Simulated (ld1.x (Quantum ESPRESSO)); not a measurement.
Before and after: TM potential for Al

Al (Z = 13), norm-conserving Troullier–Martins (Kleinman–Bylander form), made with ld1.x (Quantum ESPRESSO) 7.5 (BLYP, non-relativistic). Core [Ne], reference 3s2 3p1. Waves: 3s (bound): rc 1.95 bohr; 3p (bound): rc 2.40 bohr; 3d channel at -0.15 Ry: rc 2.35 bohr. Local part: all-electron potential smoothed inside 1.60 bohr (lloc = -2). Core correction: none.

All-electron outer shells of the reference configuration (BLYP, non-relativistic, ld1.x):

| shell | level (eV) | outermost node (bohr) | outermost maximum (bohr) |
| --- | --- | --- | --- |
| 2p | -69.65 | – | 0.43 |
| 3s | -7.61 | 0.80 | 2.06 |
| 3p | -2.57 | 0.82 | 2.64 |

Change: core correction a·sin(br)/r model core inside 1.06 bohr.

Cutoffs: the cutoffs (Ry, on a coarse ladder) from which the occupation-weighted sum of valence levels, in a spherical-Bessel basis at the reference potential, stays within 10 and 1 mRy of its value at 400 Ry; they do not see the model core or the augmentation charge, which bear on the density cutoff. Errors are all-electron minus pseudo energies relative to the spin-unpolarised reference configuration.

**Question.** Predict the effect on cutoff, ghosts and configuration errors.

**Answer.** The potential gets neither clearly harder nor softer (10 Ry and 30 Ry → 10 Ry and 30 Ry); of the 7 tests that both files solve, the error grows in 0 and shrinks in 6 by more than 15 % and 0.3 meV (median size 10.7 → 2.4 meV); neither file shows a bound ghost. Exchange and correlation are not linear in the density, so unscreening with the valence charge alone errs where core and valence overlap; a model core restores that term. A model core, the more so a compact one, raises the density cutoff, which this test does not measure.

| quantity | base | changed |
| --- | --- | --- |
| cutoff, loose | 10 Ry | 10 Ry |
| cutoff, tight | 30 Ry | 30 Ry |
| bound ghosts | none | none |
| error for 3s2 3p0, meV [ΔE 5.64 eV] | +7.3 | +2.4 |
| error for 3s1 3p0, meV [ΔE 24.82 eV] | +112 | +19 |
| error for 3s2 3p0.5, meV [ΔE 2.02 eV] | +1.2 | +0.4 |
| error for 3s2 3p1.3, meV [ΔE -0.53 eV] | +0.2 | +0.1 |
| error for 3s1 3p2, meV [ΔE 5.15 eV] | +11 | -1.1 |
| error for 3s0 3p3, meV [ΔE 10.51 eV] | +51 | -5.8 |
| error for 3s1 3p1, meV [ΔE 11.44 eV] | +24 | +4.4 |
| s: phases at 2.60 bohr within 0.05 rad from the reference energy up to (Ry; the scan ends near 5) | 1.7 | 1.7 |
| p: phases at 2.60 bohr within 0.05 rad from the reference energy up to (Ry; the scan ends near 5) | 2.5 | 2.5 |
| d: phases at 2.60 bohr within 0.05 rad from the reference energy up to (Ry; the scan ends near 5) | 3.7 | 3.7 |
